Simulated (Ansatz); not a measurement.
`FCO[SiH2]Cl`, charge 0, multiplicity 1.

(1) Give a relaxed structure at PBE0-D4/def2-TZVP (the Gaussian-basis code of Ansatz). (Estimate.)

## Answers

(1) The calculation gave: 
Z-matrix (Å, degrees):
```
C
O 1 1.376
F 1 1.374 2 110.4
H 1 1.095 2 111.4 3 -118.9
H 1 1.092 2 108.3 3 117.9
Si 2 1.643 1 126.6 3 58.8
Cl 6 2.052 2 109.7 1 50.7
H 6 1.474 2 105.4 1 168.2
H 6 1.476 2 112.2 1 -68.5
```
This is one stationary point; other conformers may exist.
